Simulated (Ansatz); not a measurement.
A nudged elastic band was laid between two geometries of CH$_{6}$FGeNO (11 atoms, charge 0, multiplicity 1).

These are results of Ansatz 0.2.0, RKS PBE-D4/def2-SVP, not measurements.

```json
{"movable images": "9", "climbing image": "yes", "spring": "5.0 eV/Å²", "optimiser": "quadratic models (default)", "start path": "IDPP", "force threshold": "0.05 eV/Å", "iteration limit": "60", "end points": "relaxed"}
```

First end point:

```xyz
11
Properties=species:S:1:pos:R:3
C -1.302 0.682 0.569
Ge 0.184 -0.113 -0.403
N 1.799 0.208 0.371
O 0.049 -1.871 -0.729
F 0.176 0.579 -2.029
H -1.053 1.725 0.846
H -1.512 0.100 1.487
H -2.204 0.689 -0.070
H 1.770 0.495 1.353
H 2.490 -0.538 0.243
H -0.331 -2.012 -1.617
```

Last end point:

```xyz
11
Properties=species:S:1:pos:R:3
C -1.362 0.465 0.642
Ge 0.150 -0.207 -0.380
N 1.642 0.824 -0.214
O 0.600 -1.916 -0.070
F -0.335 -0.239 -2.079
H -1.228 0.235 1.717
H -2.294 -0.011 0.283
H -1.447 1.561 0.508
H 1.665 1.425 0.615
H 2.523 0.305 -0.289
H 0.152 -2.498 -0.713
```

(1) Which bonds break or form, and what moves?

(2) Give the energies along the band, and the barrier.

(3) What is the geometry of the highest image?

Answers

(1) No bond is made or broken. The dihedral H6–C1–Ge2–O4 goes from 172 to 50°. The two ends are copies of one structure, up to a mirror image or an exchange of like atoms.

(2) The forces met the threshold. The highest image is number 5 of 0 to 10, 0.013 eV above the ends, which have the same energy within 2 meV. A vibrational analysis at the climbing image gives one clearly imaginary mode, 43i cm⁻¹: a first-order saddle point.

```json
{"image": "0", "path coordinate (Å)": "0.00", "energy (eV)": "0.000", "dihedral H6–C1–Ge2–O4 (°)": "172"}
{"image": "1", "path coordinate (Å)": "0.35", "energy (eV)": "0.001", "dihedral H6–C1–Ge2–O4 (°)": "160"}
{"image": "2", "path coordinate (Å)": "0.70", "energy (eV)": "0.005", "dihedral H6–C1–Ge2–O4 (°)": "148"}
{"image": "3", "path coordinate (Å)": "1.05", "energy (eV)": "0.009", "dihedral H6–C1–Ge2–O4 (°)": "136"}
{"image": "4", "path coordinate (Å)": "1.40", "energy (eV)": "0.012", "dihedral H6–C1–Ge2–O4 (°)": "124"}
{"image": "5", "path coordinate (Å)": "1.76", "energy (eV)": "0.013", "dihedral H6–C1–Ge2–O4 (°)": "111"}
{"image": "6", "path coordinate (Å)": "2.11", "energy (eV)": "0.012", "dihedral H6–C1–Ge2–O4 (°)": "99"}
{"image": "7", "path coordinate (Å)": "2.47", "energy (eV)": "0.009", "dihedral H6–C1–Ge2–O4 (°)": "87"}
{"image": "8", "path coordinate (Å)": "2.83", "energy (eV)": "0.004", "dihedral H6–C1–Ge2–O4 (°)": "74"}
{"image": "9", "path coordinate (Å)": "3.19", "energy (eV)": "0.001", "dihedral H6–C1–Ge2–O4 (°)": "62"}
{"image": "10", "path coordinate (Å)": "3.55", "energy (eV)": "0.000", "dihedral H6–C1–Ge2–O4 (°)": "50"}
```

(3) 
```xyz
11
Properties=species:S:1:pos:R:3
C -1.355 0.543 0.614
Ge 0.152 -0.187 -0.380
N 1.721 0.686 -0.079
O 0.436 -1.948 -0.174
F -0.245 -0.068 -2.099
H -1.008 1.214 1.423
H -1.932 -0.290 1.059
H -2.005 1.109 -0.080
H 1.768 1.220 0.793
H 2.555 0.098 -0.170
H -0.020 -2.436 -0.886
```

Time of the run: 78 s on 2 threads of Arm Neoverse V1, with other jobs on the host, peak memory 0.17 GiB.
